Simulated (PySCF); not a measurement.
(E)-2-chloro-1-fluoroprop-1-ene (C3H4ClF), SMILES C/C(Cl)=C\F. Geometry: PBE0-D3(BJ)/def2-SVP.

**Question.** Give the equilibrium geometry at PBE0-D3(BJ)/def2-SVP (PySCF confirms it by a frequency run) as Cartesian coordinates in Å, and its point group. (The exact figures need the calculation; the answer reports its results.)

**Answer.** point group Cs.
```xyz
9

C     -1.6316    -0.1900     0.0000
C     -0.1596     0.0180     0.0000
Cl     0.3904     1.6645     0.0000
C      0.7621    -0.9471     0.0000
F      0.4151    -2.2322     0.0000
H     -2.0889     0.2736     0.8881
H     -1.8602    -1.2639     0.0000
H     -2.0889     0.2736    -0.8881
H      1.8406    -0.7750     0.0000
```
